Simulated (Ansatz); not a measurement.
Reaction (formal exchange of groups at the Si–O bond): `O[SiH]([SiH3])Cl` + `BC(F)F` → `B[SiH]([SiH3])Cl` + `OC(F)F`

Calculated with Ansatz (gas phase, PBE0-D4/def2-TZVP geometries, no zero-point term in ΔE). CBS: MP2 limit from def2 TZ/QZ plus the TZ coupled-cluster correction, frozen cores. Functionals use def2-TZVPP. One conformer a species, not always the lowest.

CCSD(T)/CBS gives +106.1 kJ/mol.

Question: Another level gave +94.5 kJ/mol. Which?
A. CAM-B3LYP/def2-TZVPP
B. ωB97X-V/def2-TZVPP
C. ωB97M-V/def2-TZVPP
D. r2SCAN-D4/def2-TZVPP

Answer: D. r2SCAN-D4 94.5, ωB97M-V 105.2, ωB97X-V 99.9, CAM-B3LYP 109.4 kJ/mol.

Largest T1 diagnostic among the species: 0.012.

From PBE to PBE0 (25 % exact exchange), in def2-TZVPP and without D4, ΔE moves by +3.6 kJ/mol. Leaving LDA and LC-ωPBE aside and taking each functional with its dispersion term where it has one, the values, not all of them listed here, spread over 23.8 kJ/mol, from PBE-D4 to BHLYP-D4. LDA lies −5.3 kJ/mol from PBE without D4. At CCSD(T), def2-SVP lies −36.4 kJ/mol from the extrapolated value and def2-TZVPP −6.8 kJ/mol.
